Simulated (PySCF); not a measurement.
An equivalent PySCF input for P⁺ (phosphorus, charge +1), [Ne] 3s2 3p2, high-spin 3P determinant, with the spin-free X2C one-electron Hamiltonian (Gaussian nucleus):

```python
from pyscf import gto, scf, dft, mp, cc
import basis_set_exchange as bse
mol = gto.M(atom="P 0 0 0", charge=1, spin=2, symmetry="D2h",
            basis=gto.basis.parse(bse.get_basis("dyall-av3z", elements=["P"], fmt="nwchem")),
            nucmod="G")
mf = dft.UKS(mol, xc="CAMB3LYP").sfx2c1e()
mf.irrep_nelec = {'Ag': (3, 3), 'B1u': (2, 1), 'B2u': (2, 1), 'B3u': (1, 1)}
mf.kernel()
```

It reaches the same state as the run whose output follows, with an energy that differs only through the grid. The run itself started from symmetry-adapted Hartree-Fock orbitals and held the occupation by maximum overlap, on a logarithmic radial grid, so the iterations belong to that start.

```
SCF conv_tol = 1e-09
number electrons alpha = 8  beta = 6
XC functionals = CAMB3LYP
    T. Yanai, D. P. Tew, and N. C. Handy.,  Chem. Phys. Lett. 393, 51 (2004)
cycle= 1 E= -341.727451512872  delta_E= -0.00947  |g|= 0.0149  |ddm|= 0.0909
cycle= 2 E= -341.727567169079  delta_E= -0.000116  |g|= 0.00289  |ddm|= 0.011
cycle= 3 E= -341.727576267472  delta_E= -9.1e-06  |g|= 0.000643  |ddm|= 0.00307
cycle= 4 E= -341.727576656309  delta_E= -3.89e-07  |g|= 0.000186  |ddm|= 0.000665
cycle= 5 E= -341.727576662002  delta_E= -5.69e-09  |g|= 7.24e-06  |ddm|= 6.97e-05
cycle= 6 E= -341.727576662052  delta_E= -5.05e-11  |g|= 1.16e-06  |ddm|= 1.56e-05
converged SCF energy = -341.727576662052  <S^2> = 2.0037741  2S+1 = 3.002515
```
